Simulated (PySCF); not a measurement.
C₂H₄ClFSi₂, SMILES [Si@H](Cl)(F)[SiH2]C#C.

Coordinates come from a B3LYP-D3(BJ)/def2-SVP optimisation. The structure was generated by enumeration; whether it is a known compound was not checked. The values are those of a single conformer.

Method: B3LYP-D3(BJ)/def2-SVP run with PySCF.

Frequencies are harmonic and unscaled.

Computed harmonic wavenumbers and intensities:
```json
[
 {"mode": "1", "ν (cm⁻¹)": "30", "IR (km/mol)": "0.3", "moving atoms (share of kinetic energy)": "C 30 %, Cl 25 %, F 23 %, Si 11 %, H 11 %"},
 {"mode": "2", "ν (cm⁻¹)": "63", "IR (km/mol)": "1.7", "moving atoms (share of kinetic energy)": "C 50 %, Cl 16 %, F 14 %, Si 10 %, H 10 %"},
 {"mode": "3", "ν (cm⁻¹)": "115", "IR (km/mol)": "1.5", "moving atoms (share of kinetic energy)": "Si 31 %, Cl 27 %, F 24 %, H 14 %"},
 {"mode": "4", "ν (cm⁻¹)": "192", "IR (km/mol)": "5.6", "moving atoms (share of kinetic energy)": "F 35 %, Si 27 %, C 22 %, H 9 %"},
 {"mode": "5", "ν (cm⁻¹)": "235", "IR (km/mol)": "6.2", "moving atoms (share of kinetic energy)": "C 68 %, H 31 %"},
 {"mode": "6", "ν (cm⁻¹)": "249", "IR (km/mol)": "12.8", "moving atoms (share of kinetic energy)": "F 41 %, Cl 22 %, Si 22 %, C 12 %"},
 {"mode": "7", "ν (cm⁻¹)": "345", "IR (km/mol)": "44.7", "moving atoms (share of kinetic energy)": "C 52 %, Si 31 %, H 9 %"},
 {"mode": "8", "ν (cm⁻¹)": "409", "IR (km/mol)": "11.3", "moving atoms (share of kinetic energy)": "Si 72 %, H 15 %"},
 {"mode": "9", "ν (cm⁻¹)": "486", "IR (km/mol)": "37.1", "moving atoms (share of kinetic energy)": "H 69 %, Si 20 %"},
 {"mode": "10", "ν (cm⁻¹)": "559", "IR (km/mol)": "58.3", "moving atoms (share of kinetic energy)": "Si 54 %, Cl 34 %, H 9 %"},
 {"mode": "11", "ν (cm⁻¹)": "647", "IR (km/mol)": "29.5", "moving atoms (share of kinetic energy)": "C 49 %, Si 41 %, H 10 %"},
 {"mode": "12", "ν (cm⁻¹)": "717", "IR (km/mol)": "9.2", "moving atoms (share of kinetic energy)": "H 89 %"},
 {"mode": "13", "ν (cm⁻¹)": "742", "IR (km/mol)": "21.0", "moving atoms (share of kinetic energy)": "H 75 %, C 25 %"},
 {"mode": "14", "ν (cm⁻¹)": "750", "IR (km/mol)": "24.4", "moving atoms (share of kinetic energy)": "H 75 %, C 25 %"},
 {"mode": "15", "ν (cm⁻¹)": "782", "IR (km/mol)": "326.7", "moving atoms (share of kinetic energy)": "H 89 %, Si 10 %"},
 {"mode": "16", "ν (cm⁻¹)": "807", "IR (km/mol)": "94.9", "moving atoms (share of kinetic energy)": "H 76 %, Si 19 %"},
 {"mode": "17", "ν (cm⁻¹)": "825", "IR (km/mol)": "42.8", "moving atoms (share of kinetic energy)": "H 82 %, F 15 %"},
 {"mode": "18", "ν (cm⁻¹)": "903", "IR (km/mol)": "157.3", "moving atoms (share of kinetic energy)": "F 43 %, Si 43 %, H 13 %"},
 {"mode": "19", "ν (cm⁻¹)": "933", "IR (km/mol)": "78.7", "moving atoms (share of kinetic energy)": "H 94 %"},
 {"mode": "20", "ν (cm⁻¹)": "2150", "IR (km/mol)": "40.2", "moving atoms (share of kinetic energy)": "C 90 %, H 10 %"},
 {"mode": "21", "ν (cm⁻¹)": "2221", "IR (km/mol)": "56.2", "moving atoms (share of kinetic energy)": "H 98 %"},
 {"mode": "22", "ν (cm⁻¹)": "2227", "IR (km/mol)": "80.2", "moving atoms (share of kinetic energy)": "H 96 %"},
 {"mode": "23", "ν (cm⁻¹)": "2245", "IR (km/mol)": "153.9", "moving atoms (share of kinetic energy)": "H 97 %"},
 {"mode": "24", "ν (cm⁻¹)": "3455", "IR (km/mol)": "56.7", "moving atoms (share of kinetic energy)": "H 86 %, C 14 %"}
]
```
